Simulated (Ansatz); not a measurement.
BMe2F (C2H6BF). Charge 0, multiplicity 1. Geometry r2SCAN-D4/def2-SVP.

```xyz
10

B    -0.2582   -0.4883    0.0205
C    -1.0090    0.6928   -0.6839
H    -0.7097    0.6812   -1.7497
H    -0.7239    1.6832   -0.2975
H    -2.1042    0.5842   -0.6629
C     1.1647   -0.3935    0.6698
H     1.0196   -0.1410    1.7380
H     1.7906    0.4060    0.2455
H     1.7120   -1.3485    0.6474
F    -0.8818   -1.6760    0.0727
```

B3LYP takes the VWN-RPA correlation.

Problem. Estimate the orbital energies around the gap (eV) in Ansatz with LDA (SPW92)/def2-TZVP, PBE-D4/def2-SVP, r2SCAN-D4/def2-TZVPD, B97M-V/def2-TZVP, B3LYP-D4/def2-TZVP.

Solution. 
| orbital | LDA (SPW92)/def2-TZVP | PBE-D4/def2-SVP | r2SCAN-D4/def2-TZVPD | B97M-V/def2-TZVP | B3LYP-D4/def2-TZVP |
| --- | --- | --- | --- | --- | --- |
| HOMO−13 | -265.58 | -268.73 | -272.46 | -276.33 | -276.24 |
| HOMO−12 | -175.91 | -178.23 | -181.42 | -184.47 | -184.74 |
| HOMO−11 | -29.59 | -29.09 | -31.40 | -32.48 | -32.61 |
| HOMO−10 | -17.53 | -17.30 | -18.56 | -18.83 | -19.53 |
| HOMO−9 | -16.83 | -16.61 | -17.82 | -18.10 | -18.78 |
| HOMO−8 | -12.97 | -12.56 | -13.34 | -13.51 | -14.57 |
| HOMO−7 | -11.05 | -10.69 | -11.31 | -11.39 | -12.53 |
| HOMO−6 | -11.00 | -10.66 | -11.28 | -11.33 | -12.43 |
| HOMO−5 | -10.47 | -10.24 | -10.81 | -10.88 | -11.74 |
| HOMO−4 | -9.66 | -9.39 | -9.97 | -10.05 | -10.94 |
| HOMO−3 | -9.51 | -9.34 | -9.85 | -9.94 | -10.75 |
| HOMO−2 | -9.22 | -8.99 | -9.51 | -9.61 | -10.46 |
| HOMO−1 | -9.11 | -8.92 | -9.45 | -9.55 | -10.43 |
| HOMO | -7.31 | -7.03 | -7.51 | -7.62 | -8.50 |
| LUMO | -1.22 | -0.80 | -0.56 | -0.51 | -0.17 |
| LUMO+1 | 0.00 | 0.92 | 0.22 | 0.22 | 0.46 |
| LUMO+2 | 1.33 | 2.21 | 1.34 | 1.56 | 1.77 |
| LUMO+3 | 1.93 | 2.68 | 1.71 | 2.31 | 2.49 |
| LUMO+4 | 2.10 | 2.74 | 2.25 | 2.38 | 2.55 |
| LUMO+5 | 2.15 | 3.19 | 2.44 | 2.52 | 2.76 |
